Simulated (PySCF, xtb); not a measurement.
SnH3F, SMILES [F][SnH3].

GFN2-xTB (xtb) at its own geometry gives an orbital gap of 6.50 eV and a dipole moment of 3.51 D.

The structure is a stationary point at B3LYP-D3(BJ)/def2-TZVP. The def2 effective core potentials stand for the cores of Sn; spin–orbit coupling is left out.

Question: What does PySCF with PBE0/def2-TZVPD give? (Estimate from the structure and the level; the computed values follow.)

Answer: gap 8.47 eV (levels -9.42 and -0.95 eV), dipole 2.84 D.
